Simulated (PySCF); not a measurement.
The isolated species `BNc1ccccc1` is ionised with synchrotron light (hν = 3200.0 eV). Calculated photoelectron kinetic energies of its computed core levels, recoil neglected:

| line | kinetic energy (eV) |
| --- | --- |
| 1 | 2909.99 |
| 2 | 2909.92 |
| 3 | 2909.72 |
| 4 | 2908.57 |
| 5 | 2794.46 |

Computed, not measured: delta-SCF UKS SCAN, pcX-2 on the ionised atom, pcseg-1 elsewhere, spin-free X2C (PySCF).

Question: Which element, shell and site does each line come from? Numbering: `[BH2:1][NH:2][c:3]1[cH:4][cH:5][cH:6][cH:7][cH:8]1`.

Answer: Against the vacuum level, binding energy = hν − kinetic energy.

| line | binding energy (eV) | level | atoms | environment |
| --- | --- | --- | --- | --- |
| 1 | 290.01 | C 1s | C6 | aromatic CH carbon |
| 2 | 290.08 | C 1s | C4/C8 | aromatic CH carbon |
| 3 | 290.28 | C 1s | C5/C7 | aromatic CH carbon |
| 4 | 291.43 | C 1s | C3 | aromatic carbon bearing nitrogen |
| 5 | 405.54 | N 1s | N2 | boron-bound nitrogen |

Question: Where does line 4 move with hν = 1253.6 eV?

Answer: To 1253.6 − 291.43 = 962.17 eV; every photoline shifts by the change in photon energy, -1946.4 eV.

The listed C 1s values span 1.42 eV, from C6 (bonded to 2 C (aromatic in the SMILES) and H) to C3 (bonded to N and 2 C (aromatic in the SMILES)). The widest gap between neighbouring values is 1.15 eV, between 290.28 and 291.43 eV. Summing the Pauling electronegativity differences to the bonded atoms, each weighted by its formal bond order, gives -0.35 for the lowest site and +0.49 for the highest; no listed site has a larger sum than the highest.

Question: Give the binding energy of C 1s of C6 in hartree and in kJ/mol.

Answer: 290.01 eV = 10.6577 Eh = 27982 kJ/mol.

Other core shells, valence and Auger electrons aren't listed. One atom of each set of topologically equivalent atoms was ionised and stands for the set; in this conformer not all members are related by symmetry, and their own values weren't computed. Not every level is listed. Spin contamination (⟨S²⟩ against 0.75 for a pure doublet) is marked for C 1s of C3 (0.87), which makes this value less certain. No level of boron is listed. One conformer (not necessarily the lowest) at the PBE0-D3(BJ)/def2-SVP geometry, without solvent, vibrations or thermal averaging.

The values belong to the conformer `[BH2:1][NH:2][c:3]1[cH:4][cH:5][cH:6][cH:7][cH:8]1`: B1–N2–C3–C4 8°.
